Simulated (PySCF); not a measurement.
Computed IR spectrum (relative IR intensity) of a molecule C₄H₄ClF. The structure is a stationary point at PBE-D3(BJ)/def2-SVP. One conformer was computed; it need not be the lowest. Level of theory: PySCF 2.14.0 with PBE-D3(BJ)/def2-SVP. Frequencies are harmonic and unscaled.

Lines under 2 % of the strongest are left out, and lines within 2 cm⁻¹ are merged.

ν (cm⁻¹): 455 (w), 681 (m), 831 (s), 839 (w), 854 (m), 919 (m), 1085 (vs), 1283 (w), 1324 (m), 1358 (w), 1611 (vs), 1674 (m), 3110 (vw), 3122 (vw) (against the strongest line: vs over 80 %, s over 45 %, m over 15 %, w over 4 %, vw less)

**Question.** Which molecule gave these data?
(A) C=C=C(F)CCl
(B) C=C/C(F)=C/Cl
(C) C=C(F)C(=C)Cl
(D) C=C/C(Cl)=C\F

**Answer.** C, C=C(F)C(=C)Cl
